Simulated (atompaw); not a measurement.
**Pseudopotential generation for Au (Z = 79): PAW (atompaw), PBEsol, scalar-relativistic.**

```json
{"Element": "gold", "Generator": "atompaw 4.2.0.5", "Type": "PAW", "Functional": "PBEsol", "Relativity": "scalar-relativistic", "Frozen core": "[Kr] 4d10 4f14", "Valence charge": "19", "Reference configuration": "5s2 5p6 5d10 6s0.75 6p0.25", "Partial waves": "5s (bound): rc 1.10 bohr; 6s (bound): rc 2.65 bohr; 5p (bound): rc 1.30 bohr; 6p (bound): rc 1.60 bohr; 5d (bound): rc 2.65 bohr; 5d channel at -0.2 Ry: rc 2.65 bohr", "Local potential": "ultrasoft scheme with l = 3 at -0.5 Ry, radius 2.30 bohr", "Core correction": "smooth core density matched at 2.65 bohr", "Augmentation charge": "besselshape compensation charge, radius 2.05 bohr; PAW radius 2.65 bohr; waves and projectors: custom rrkj gramschmidtortho"}
```

All-electron outer shells of the reference configuration (PBEsol, scalar-relativistic, ld1.x):

| shell | level (eV) | outermost node (bohr) | outermost maximum (bohr) |
| --- | --- | --- | --- |
| 4d | -326.35 | 0.20 | 0.41 |
| 5s | -109.05 | 0.48 | 0.84 |
| 4f | -81.80 | – | 0.37 |
| 5p | -60.43 | 0.52 | 0.96 |
| 5d | -7.50 | 0.56 | 1.21 |
| 6s | -6.26 | 1.11 | 2.29 |
| 6p | -1.04 | 1.32 | 3.51 |

Task: Estimate the cutoffs (Ry, on a coarse ladder) from which the occupation-weighted sum of valence levels, in a spherical-Bessel basis at the reference potential, stays within 10 and 1 mRy of its value at 400 Ry.

Result: 50 Ry and 110 Ry.

Task: What does a ghost test show?

Result: No extra level below or beside the all-electron valence levels (s, p, d, f tested).

Task: Is the overlap operator S = 1 + Σ q|β⟩⟨β| positive definite (Bessel basis up to 400 Ry)?

Result: Yes: its lowest eigenvalue is 0.10 (p channel).
